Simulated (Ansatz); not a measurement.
CH3ClOSi2, SMILES `O=C1[SiH2][SiH]1Cl`. Charge 0, multiplicity 1.

```xyz
8

O     0.689    0.985   -2.075
C     0.272    0.309   -1.184
Si    0.115   -1.600   -0.819
Si   -0.500    0.612    0.552
Cl    0.583    1.150    2.192
H    -0.643   -0.991    0.633
H     1.419   -1.391   -0.056
H    -1.935    0.926    0.755
```

(1) What are the harmonic wavenumbers in cm⁻¹ at PBE0-D4/def2-TZVP (Ansatz, finite differences of forces, unscaled)? (Best estimate.)

(2) Is this a minimum?

(3) Give the ideal-gas thermochemistry at 298.15 K and 1 bar (rigid rotor, harmonic oscillator; point group C1, symmetry number 1).

(4) Rotational constants (cm⁻¹)?

Answers

(1) Ansatz gave: 87, 99, 295, 309, 356, 372, 461, 582, 592, 642, 672, 780, 865, 1344, 1632, 1805, 2040, 2225.

(2) Yes, all 18 modes are real.

(3) Zero-point energy 90.7 kJ/mol; H(298) − E = 111.2 kJ/mol; entropy 350.0 J/(mol·K), of which translation 168.8, rotation 118.1, vibration 63.0; G(298) − E = 6.8 kJ/mol. Modes under 100 cm⁻¹ are hindered rotations or soft bends, so the harmonic entropy is rough.

(4) 0.1348, 0.04757, 0.03981.
